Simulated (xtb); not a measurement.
CH8O2Si2, SMILES C[Si](O)(O)[SiH3]. All values are semi-empirical tight-binding results from xtb (GFN2-xTB unless named), good for trends rather than for accurate numbers. Coordinates come from a GFN2-xTB optimisation. The structure was generated by enumeration, and PubChem lists no compound with its InChIKey, so it may never have been made. Other conformers were not sampled.

Optimised geometry:

```xyz
13

Si     1.6936     0.8809    -0.0091
Si    -0.3330    -0.2012     0.0137
C     -1.8001     0.8316    -0.6445
O     -0.3221    -1.6370    -0.7900
O     -0.5672    -0.6262     1.5670
H      2.1181     1.1914    -1.3856
H      2.8004     0.1086     0.5656
H      1.6652     2.1644     0.6983
H     -1.9728     1.7052    -0.0236
H     -2.7233     0.2559    -0.6620
H     -1.6194     1.1867    -1.6558
H     -0.2472    -1.6681    -1.7379
H     -1.1551    -1.3449     1.7883
```
Charge 0, spin multiplicity 1.

Computed properties:
| Quantity | Value |
|---|---|
| orbital gap | 4.56 eV |
| dipole moment | 2.17 D |
| zero-point energy | 55.1 kcal/mol |
| G − E(el) at 298.15 K (modified RRHO) | 33.7 kcal/mol |
| static polarisability (D4 model) | 82.1 bohr³ |
| solvation energy, GFN2-xTB/ALPB(water) | -7.4 kcal/mol |
| solvation energy, GFN2-xTB/ALPB(acetonitrile) | -7.8 kcal/mol |

Computed atomic charges and the Wiberg bond orders between heavy atoms:
charges (e) Si1 0.38, Si2 0.51, C3 -0.21, O4 -0.50, O5 -0.50, H6 -0.13, H7 -0.10, H8 -0.11, H9 0.02, H10 0.03, H11 0.01, H12 0.29, H13 0.30. Bond orders Si1–Si2 0.78, Si2–C3 0.87, Si2–O4 1.15, Si2–O5 1.16.
